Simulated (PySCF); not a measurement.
Here is a job for PySCF.
```python
from pyscf import gto, scf, dft

mol = gto.Mole()
mol.atom = '''
    B    -0.00000000   -0.00000000   -0.79987693
    F     0.00000000    0.00000000    0.44437607
'''
mol.basis = '6-31g**'
mol.verbose = 4
mol.build()

mf = dft.RKS(mol)
mf.xc = 'pbe0'
mf.kernel()
```

### Question
What is the computed total energy (PBE0/6-31G** run with PySCF)?

### Answer
-124.5183 Eh

### Question
Give the HOMO energy at the level PBE0/6-31G**.

### Answer
-7.47 eV

### Question
Estimate the Mulliken (on the basis functions themselves) charges in atom order that PBE0/6-31G** returns for this input.

### Answer
B1 0.10, F2 -0.10

### Question
What HOMO-LUMO gap does PBE0/6-31G** give?

### Answer
7.23 eV
